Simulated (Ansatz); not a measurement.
`CC(F)[O][AlH2]` → `C[O][AlH2]` + `[CH]F` at 500 K and 1 bar (formal loss of a carbene).

Isolated molecules relaxed with PBE0-D4/def2-TZVP in Ansatz; ΔE leaves out vibrations. CCSD(T)/CBS is the MP2 limit (def2-TZVPP, def2-QZVPP) plus CCSD(T) − MP2 in def2-TZVPP, frozen cores. This one scheme is used for every species. Each species was taken in one conformer, which may not be the lowest.

```
         species  CCSD(T)/CBS energy (Eh)  H − E (kJ/mol)  S (J/(mol·K))
`CC(F)[O][AlH2]`               -496.73556           246.7          418.6
    `C[O][AlH2]`               -358.26893           179.4          342.0
         `[CH]F`               -138.29972            50.0          241.9
```

H − E and S are ideal-gas, rigid-rotor, harmonic terms from PBE0-D4/def2-TZVP, for one conformer and one mirror image of each species. 1 Eh = 2625.50 kJ/mol, R = 8.31446 J/(mol·K).

Task: By hand: ΔE, ΔH, ΔS and ΔG.

Result: ΔE = (-358.26893) + (-138.29972) − (-496.73556) = 0.16691 Eh = 438.2 kJ/mol. Δ(H − E) = 179.4 + 50.0 − 246.7 = -17.3, so ΔH = 420.9 kJ/mol. ΔS = 342.0 + 241.9 − 418.6 = 165.3 J/(mol·K). ΔG = 420.9 − 500 × (165.3)/1000 = 338.2 kJ/mol.

Task: By hand: the equilibrium constant, and the temperature at which ΔG would vanish if ΔH and ΔS stayed fixed.

Result: log₁₀ K = −ΔG/(RT ln 10) = -35.3. ΔG = 0 at ΔH/ΔS = 2546 K, far beyond where these terms or the molecules hold.

The number of gas molecules changes by +1, which sets the sign of ΔS. A doubt of 5 kJ/mol in ΔE shifts log₁₀ K by 0.5 here. Other conformers and mirror images would add mixing entropy, several J/(mol·K) or more a flexible species. Modes under 60 cm⁻¹, often nearly free rotors, make the harmonic entropy too high. These are equilibria of isolated gas molecules and say nothing of rates. Largest T1 diagnostic: 0.018 (customary marks: 0.02 for closed shells, 0.045 for open ones).
